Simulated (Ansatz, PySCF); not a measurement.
Process, species as SMILES: C[Si](C)(C)N → C[Si](C)C + [NH2] (NH2) (the N-Si bond at the site shown breaks; other sites are not compared here)
Each molecule is optimised on its own at B3LYP-D3(BJ)/def2-TZVP (Ansatz, a first-principles code), one conformer each, not searched for the lowest. Frequencies are from Ansatz or PySCF.
Geometry of the first species:
SMILES: C[Si](N)(C)C
```xyz
16

C      1.7282    -0.0346    -0.6992
Si    -0.0007    -0.0125     0.0236
C     -1.1385    -0.9955    -1.1077
C     -0.6634     1.7344     0.1691
N      0.1121    -0.6493     1.6318
H      2.4102     0.5760    -0.1044
H      2.1303    -1.0507    -0.7322
H      1.7306     0.3497    -1.7219
H     -1.1792    -0.5589    -2.1093
H     -0.7970    -2.0287    -1.2095
H     -2.1583    -1.0218    -0.7153
H     -1.6498     1.7454     0.6402
H     -0.7675     2.1975    -0.8149
H      0.0015     2.3577     0.7701
H     -0.6661    -0.5633     2.2673
H      0.6116    -1.5084     1.8035
```
Charge 0, spin multiplicity 1.

Quantity: bond dissociation energy (enthalpy at 298 K, with B3LYP-D3(BJ) rigid-rotor harmonic-oscillator terms), in kcal/mol. Correlated levels leave the core frozen unless marked. Open shells are spin-unrestricted. Spin-orbit coupling is left out. Non-relativistic. Basis-set limits of correlation are two-point, X^-3; Hartree-Fock from the larger set. The bracket is a focal-point correction in the basis named.

```tsv
level	program	bond dissociation energy (kcal/mol)	minus last row
HF/cc-pV(Q+d)Z	Ansatz	78.9	-30.9
revPBE-D3(BJ)/def2-TZVPD	Ansatz + dftd3	98.7	-11.1
B97M-V/def2-TZVPD	Ansatz	105.9	-3.9
CAM-B3LYP-D3(BJ)/def2-TZVPD	Ansatz + dftd3	106.2	-3.6
wB97M-V/def2-TZVPD	Ansatz	110.3	0.5
B2GP-PLYP-D3(BJ)/def2-TZVPD	Ansatz + dftd3	107.0	-2.8
MP2/cc-pV(Q+d)Z	Ansatz	114.4	4.6
CCSD(T)/STO-3G	Ansatz	96.5	-13.3
RI-MP2/CBS(aug-cc-pV(T+d)Z,aug-cc-pV(Q+d)Z)+[CCSD(T)-MP2]/aug-cc-pV(D+d)Z	Ansatz	109.3	-0.5
CCSD(T)/CBS(cc-pV(T+d)Z,cc-pV(Q+d)Z)	Ansatz	109.8	0.0
```
